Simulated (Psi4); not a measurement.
O₂S, charge +1, doublet, at a GFN2-xTB geometry (a state made from the parent by changing its charge; the spin is typed, not shown lowest); PBE0/STO-3G (Psi4).

Here is a job for Psi4.
```
memory 2 GB

molecule mol {
1 2
S     0.011647   -0.003457    0.315727
O    -0.031562    1.262969   -0.301200
O     0.008268   -1.256054   -0.330254
}

set {
  basis sto-3g
  reference uks
}

energy('pbe0')
print_variables()
```

The log (banner, timings and long lists left out):

```
   => Loading Basis Set <=

    Name: STO-3G
    Role: ORBITAL
    Keyword: BASIS

         ---------------------------------------------------------
                                   SCF
               by Justin Turney, Rob Parrish, Andy Simmonett
                          and Daniel G. A. Smith
                              UKS Reference
         ---------------------------------------------------------

  ==> Geometry <==

    Molecular point group: cs
    Full point group: Cs

    Geometry (in Angstrom), charge = 1, multiplicity = 2:

       Center              X                  Y                   Z               Mass
    ------------   -----------------  -----------------  -----------------  -----------------
         S           -0.316029464282    -0.003458664966     0.000000000000    31.972071174400
         O            0.302067431855     1.263134000997     0.000000000000    15.994914619570
         O            0.329640630711    -1.256220510986     0.000000000000    15.994914619570

  Running in cs symmetry.

  Rotational constants: A =      2.64003  B =      0.33206  C =      0.29496 [cm^-1]
  Rotational constants: A =  79146.15610  B =   9954.84915  C =   8842.63923 [MHz]
  Nuclear repulsion =  109.563112548122831

  Charge       = 1
  Multiplicity = 2
  Electrons    = 31
  Nalpha       = 16
  Nbeta        = 15

  ==> Algorithm <==

  SCF Algorithm Type is DF.
  DIIS enabled.
  MOM disabled.
  Fractional occupation disabled.
  Guess Type is SAD.
  Energy threshold   = 1.00e-06
  Density threshold  = 1.00e-06
  Integral threshold = 1.00e-12

  ==> Primary Basis <==

  Basis Set: STO-3G
    Blend: STO-3G
    Number of shells: 11
    Number of basis functions: 19
    Number of Cartesian functions: 19
    Spherical Harmonics?: true
    Max angular momentum: 1

  ==> DFT Potential <==

   => LibXC <=

    Version 7.1.2
    S. Lehtola, C. Steigemann, M. J. T. Oliveira, and M. A. L. Marques,  SoftwareX 7, 1–5 (2018) (10.1016/j.softx.2017.11.002)

   => Composite Functional: PBE0 <=

    PBE0 Hyb-GGA Exchange-Correlation Functional

    C. Adamo and V. Barone,  J. Chem. Phys. 110, 6158 (1999) (10.1063/1.478522)
    M. Ernzerhof and G. E. Scuseria,  J. Chem. Phys. 110, 5029 (1999) (10.1063/1.478401)

    Deriv               =              1
    GGA                 =           TRUE
    Meta                =          FALSE

    Exchange Hybrid     =           TRUE
    MP2 Hybrid          =          FALSE

   => Exchange Functionals <=

[...]
      Ntotal   =   30.9999992884 ; deviation = -7.116e-07

   @Spin Contamination Metric:   6.971154307E-03
   @S^2 Expected:                7.500000000E-01
   @S^2 Observed:                7.569711543E-01
   @S   Expected:                5.000000000E-01
   @S   Observed:                5.000000000E-01

    Orbital Energies [Eh]
    ---------------------

    Alpha Occupied:

[...]
      13Ap    -0.591374

    Alpha Virtual:

[...]
    Beta Occupied:

[...]
    Beta Virtual:

[...]
      15Ap     0.078359

    Final Occupation by Irrep:
             Ap   App
    DOCC [    12,    3 ]
    SOCC [     1,    0 ]
    NA   [    13,    3 ]
    NB   [    12,    3 ]

  @DF-UKS Final Energy:  -541.35957572991424

   => Energetics <=

    Nuclear Repulsion Energy =            109.5631125481228310
    One-Electron Energy =                -954.1565960717393864
    Two-Electron Energy =                 335.1460570060626196
    DFT Exchange-Correlation Energy =     -31.9121492123603367
    Empirical Dispersion Energy =           0.0000000000000000
    VV10 Nonlocal Energy =                  0.0000000000000000
    Total Energy =                       -541.3595757299142406

  UHF NO Occupations:
  HONO-2 :    3App 1.9999161
  HONO-1 :   12 Ap 1.9966763
  HONO-0 :   13 Ap 1.0000000
  LUNO+0 :   14 Ap 0.0033237
  LUNO+1 :    4App 0.0000839
  LUNO+2 :   15 Ap 0.0000835

Computation Completed

Properties will be evaluated at   0.000000,   0.000000,   0.000000 [a0]

Properties computed using the SCF density matrix

 Multipole Moments:

 ------------------------------------------------------------------------------------
     Multipole            Electronic (a.u.)      Nuclear  (a.u.)        Total (a.u.)
 ------------------------------------------------------------------------------------

 L = 1.  Multiply by 2.5417464519 to convert [e a0] to [Debye]
 Dipole X            :         -0.3125327           -0.0053043           -0.3178371
 Dipole Y            :         -0.0034209           -0.0000581           -0.0034789
 Dipole Z            :          0.0000000            0.0000000            0.0000000
 Magnitude           :                                                    0.3178561

 ------------------------------------------------------------------------------------

  Variable Map:
  ----------------------------------------------------------------------------
[...]
  Array Variable Map:
  ----------------------------------------------------------------------------
[...]
[...]
```
